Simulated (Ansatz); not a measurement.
Consider the formal exchange of groups at a B–Si bond: `CB(O)[SiH2][SiH3]` + CH₄ → `CB(C)O` + `[SiH3][SiH3]`.

Gas-phase electronic energies from Ansatz, PBE0-D4/def2-TZVP geometries. CCSD(T)/CBS is the MP2 limit (def2-TZVPP, def2-QZVPP) plus CCSD(T) − MP2 in def2-TZVPP, frozen cores. This one scheme is used for every species. DFT in def2-TZVPP. B3LYP here is the variant with VWN-RPA as its local correlation; programs differ in this. Each species was taken in one conformer, which may not be the lowest.

`CB(O)[SiH2][SiH3]`:

Cartesian coordinates in Å:
```
C 1.517 0.247 -1.478
B 0.132 -0.422 -1.201
O -0.154 -1.581 -1.848
Si -1.195 0.377 0.129
Si -0.377 0.167 2.312
H 2.095 0.332 -0.550
H 1.387 1.275 -1.835
H 2.113 -0.305 -2.209
H -1.020 -1.943 -1.644
H -2.520 -0.316 0.062
H -1.432 1.827 -0.130
H 0.936 0.858 2.430
H -0.173 -1.270 2.649
H -1.308 0.753 3.314
```

CH₄:

Z-matrix (Å, degrees):
```
C
H 1 1.090
H 1 1.090 2 109.5
H 1 1.090 2 109.5 3 -120.0
H 1 1.090 2 109.5 3 120.0
```

`CB(C)O`:

Cartesian coordinates in Å:
```
C -0.645 -1.092 -0.788
B -0.228 -0.057 0.316
C 0.932 0.985 0.088
O -0.914 -0.101 1.493
H -1.309 -1.872 -0.411
H -1.172 -0.568 -1.596
H 0.225 -1.561 -1.257
H 0.995 1.770 0.848
H 1.894 0.459 0.080
H 0.851 1.467 -0.891
H -0.628 0.570 2.118
```

`[SiH3][SiH3]`:

Cartesian coordinates in Å:
```
Si -0.474 -0.422 -0.982
Si 0.474 0.422 0.982
H -1.686 0.360 -1.347
H 0.501 -0.338 -2.102
H -0.864 -1.845 -0.796
H -0.502 0.341 2.102
H 0.868 1.844 0.795
H 1.684 -0.362 1.349
```

```json
{"level": "PBE-D4", "ΔE (kJ/mol)": "-4.6", "difference from CCSD(T)/CBS": "11.1"}
{"level": "r2SCAN-D4", "ΔE (kJ/mol)": "-11.9", "difference from CCSD(T)/CBS": "3.8"}
{"level": "B3LYP-D4", "ΔE (kJ/mol)": "-13.2", "difference from CCSD(T)/CBS": "2.5"}
{"level": "ωB97X-V", "ΔE (kJ/mol)": "-16.5", "difference from CCSD(T)/CBS": "-0.8"}
{"level": "PBE", "ΔE (kJ/mol)": "-8.1", "difference from CCSD(T)/CBS": "7.6"}
{"level": "r2SCAN", "ΔE (kJ/mol)": "-13.3", "difference from CCSD(T)/CBS": "2.4"}
{"level": "PBE0", "ΔE (kJ/mol)": "-13.3", "difference from CCSD(T)/CBS": "2.4"}
{"level": "B3LYP", "ΔE (kJ/mol)": "-18.7", "difference from CCSD(T)/CBS": "-3.0"}
{"level": "HF/def2-TZVPP", "ΔE (kJ/mol)": "-31.5", "difference from CCSD(T)/CBS": "-15.8"}
{"level": "MP2/def2-TZVPP", "ΔE (kJ/mol)": "-18.1", "difference from CCSD(T)/CBS": "-2.4"}
{"level": "HF/def2-QZVPP", "ΔE (kJ/mol)": "-32.0", "difference from CCSD(T)/CBS": "-16.3"}
{"level": "MP2/def2-QZVPP", "ΔE (kJ/mol)": "-17.9", "difference from CCSD(T)/CBS": "-2.2"}
{"level": "SCS-MP2/def2-QZVPP", "ΔE (kJ/mol)": "-20.0", "difference from CCSD(T)/CBS": "-4.3"}
{"level": "HF/CBS(def2)", "ΔE (kJ/mol)": "-32.1", "difference from CCSD(T)/CBS": "-16.4"}
{"level": "MP2/CBS(def2)", "ΔE (kJ/mol)": "-17.5", "difference from CCSD(T)/CBS": "-1.8"}
{"level": "CCSD/CBS(def2)", "ΔE (kJ/mol)": "-19.1", "difference from CCSD(T)/CBS": "-3.4"}
{"level": "CCSD(T)/CBS", "ΔE (kJ/mol)": "-15.7", "difference from CCSD(T)/CBS": "0"}
```

Largest T1 diagnostic among the species: 0.014.

The D4 term adds +5.5 kJ/mol with B3LYP and +3.5 kJ/mol with PBE0; it sums over pairs of atoms, weighted by their polarisabilities, and B3LYP, whose exchange is more repulsive, gets the larger term. From PBE to PBE0 (25 % exact exchange), in def2-TZVPP and without D4, ΔE moves by −5.2 kJ/mol. In def2-TZVPP, CCSD(T) changes the Hartree–Fock value by +15.2 kJ/mol (the triples alone add +3.4 kJ/mol) and MP2 by +13.4 kJ/mol.
